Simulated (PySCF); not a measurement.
FH₅N₂Sn, SMILES [NH2][SnH]([NH2])[F].

Geometry optimised at B3LYP-D3(BJ)/def2-SVP. The def2 effective core potentials stand for the cores of Sn; spin–orbit coupling is left out. One conformer was computed; it need not be the lowest.

Calculation: TDA-ωB97X/def2-SVPD run with PySCF.

Vertical excitations. Isolated molecule, no solvent.

```tsv
state	energy (eV)	λ (nm)	f	main pairs
S1	6.34	196	0.049	HOMO→LUMO 76 %
S2	6.60	188	0.138	HOMO−1→LUMO 68 %
S3	7.57	164	0.005	HOMO→LUMO+1 59 %, HOMO→LUMO+3 17 %
S4	7.79	159	0.013	HOMO−1→LUMO+1 58 %, HOMO→LUMO+3 23 %
S5	7.88	157	0.026	HOMO→LUMO+2 63 %, HOMO−1→LUMO+2 13 %
S6	8.04	154	0.013	HOMO→LUMO+3 30 %, HOMO−1→LUMO+3 29 %, HOMO→LUMO+1 12 %, HOMO→LUMO 5 %
S7	8.24	151	0.008	HOMO−1→LUMO+3 38 %, HOMO−1→LUMO+2 19 %, HOMO→LUMO+3 7 %, HOMO→LUMO+4 7 %
S8	8.29	150	0.089	HOMO−2→LUMO 55 %, HOMO−4→LUMO 14 %
S9	8.32	149	0.067	HOMO−1→LUMO+2 38 %, HOMO−1→LUMO+3 14 %, HOMO−1→LUMO+4 9 %, HOMO→LUMO+2 7 %
S10	8.51	146	0.068	HOMO−3→LUMO 66 %
T1	5.65	219	0	HOMO→LUMO 77 %
T2	5.86	212	0	HOMO−1→LUMO 71 %
T3	7.15	173	0	HOMO−2→LUMO 31 %, HOMO→LUMO+1 19 %, HOMO−1→LUMO+1 14 %, HOMO→LUMO+2 9 %
T4	7.24	171	0	HOMO−2→LUMO 32 %, HOMO→LUMO+3 21 %, HOMO→LUMO+2 14 %, HOMO→LUMO+1 8 %
```
Triplets are in the Tamm–Dancoff approximation.
